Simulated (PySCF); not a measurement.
ZrF3Cl, SMILES [F][Zr]([F])([F])[Cl], multiplicity 1.

The structure is a stationary point at PBE-D3(BJ)/def2-SVP. The multiplicity is an assumed one; other spin states were not compared. The def2 effective core potentials stand for the cores of Zr; spin–orbit coupling is left out.

Calculation: PBE-D3(BJ)/def2-SVP run with PySCF.

Frequencies are harmonic and unscaled.

Modes within 1.5 cm⁻¹ of each other (mostly degenerate sets) share a row, with their intensities summed.

Computed harmonic wavenumbers and intensities:
```
mode  ν (cm⁻¹)  IR (km/mol)  moving atoms (share of kinetic energy)
----  --------  -----------  --------------------------------------
1–2        123         12.1                F 58 %, Cl 28 %, Zr 14 %
3–5        159         35.9                         F 89 %, Zr 11 %
6          405         67.9                        Cl 68 %, Zr 29 %
7          673         74.5                                  F 92 %
8–9        692        286.4                         F 76 %, Zr 24 %
```
